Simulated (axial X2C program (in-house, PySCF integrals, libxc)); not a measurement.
# What spin–orbit coupling does to IF⁻

Calculated with an in-house relativistic program for diatomic molecules. Spin-free means the one-electron spin-free X2C Hamiltonian; two-component (2c) means X2C with spin–orbit coupling and atomic mean-field two-electron Coulomb and Gaunt terms, so the difference of the two also holds small scalar two-electron terms. Basis: I dyall-acv3z [12s13p9d5f1g], F dyall-av3z [7s6p3d2f] (cores contracted in-house); Gaussian nuclei, density fitting, unrestricted open shells. Masses: I 126.904 u, F 18.998 u.

Spin-free state: M_S = 1/2, Λ = 0 (beyond evenly filled blocks: σα); fragments I- + F for PBE0; I + F- for TPSS.

```tsv
level	Re (Å)	ωe (cm⁻¹)	De (eV)	μ (D)
PBE0	2.343	274.6	n/a	-3.31
TPSS	2.391	247.7	1.993	-3.29
```

Dipoles are positive if F is the positive end and refer to the centre of mass.

Two-component determinant lowest at the distance of the search:

Ω = 1/2 (⟨Sz⟩ = 0.48, ⟨Lz⟩ = 0.02 at PBE0); fragments I + F-.

| level | Re (Å) | ωe (cm⁻¹) | De (eV) | μ (D) |
| --- | --- | --- | --- | --- |
| PBE0 | 2.352 | 269.0 | n/a | -3.41 |
| TPSS | 2.401 | 242.0 | 1.811 | -3.37 |

Problem. From the two tables, how do the constants change at the PBE0 level (2c against spin-free)?

Solution. At the PBE0 level Re rises by 0.009 Å and ωe falls by 5.6 cm⁻¹.

One determinant describes the state; a PBE0 search over occupations chose it and may have missed a lower one. De is counted from the lowest determinant-based energies of the atoms at the same level, without counterpoise correction. De is not given where an atomic determinant may have missed its ground term or J level, or where the truncated virtual space spoils (T). Density functionals use the spin component along the axis (collinear). Without a current term, density functionals place determinants with orbital angular momentum somewhat too high. The highest occupied level of some functionals is positive through self-interaction error; at Hartree–Fock it is bound.
